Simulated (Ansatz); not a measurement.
FGeH$_{3}$O$_{3}$, SMILES `[OH][Ge]([OH])([OH])[F]`. Total charge 0; spin multiplicity 1. All single points use the PBE0-D4/def2-TZVP geometry. It is one conformer, not always the lowest.

```xyz
8

O     0.805   -0.361    1.488
Ge   -0.083   -0.228   -0.006
O    -1.591    0.522    0.444
O     0.778    0.604   -1.287
F    -0.353   -1.780   -0.693
H     1.620   -0.860    1.392
H    -2.199    0.603   -0.294
H     1.023    1.501   -1.044
```

(1) What is the dipole moment at r2SCAN/def2-TZVPP? (An estimate is asked.)

(2) And with PBE, B3LYP, ωB97M-V? (Best estimate.)

(3) Give the Mulliken charges with r2SCAN, ωB97M-V, B3LYP in def2-TZVPP. (Estimate.)

Answers

(1) Ansatz gave: 1.83 D, with components (0.80, 1.59, -0.45) D in this frame, pointing from negative to positive charge.

(2) Computed: PBE 1.79 D, B3LYP 1.85 D, ωB97M-V 1.85 D.

(3) The calculation gave: 
| atom | r2SCAN | ωB97M-V | B3LYP |
| --- | --- | --- | --- |
| O1 | -0.40 | -0.38 | -0.38 |
| Ge2 | 0.97 | 0.96 | 0.95 |
| O3 | -0.40 | -0.38 | -0.38 |
| O4 | -0.41 | -0.38 | -0.39 |
| F5 | -0.36 | -0.36 | -0.36 |
| H6 | 0.20 | 0.18 | 0.19 |
| H7 | 0.20 | 0.18 | 0.19 |
| H8 | 0.20 | 0.17 | 0.18 |

B3LYP here is the variant with VWN-RPA as its local correlation; programs differ in this.
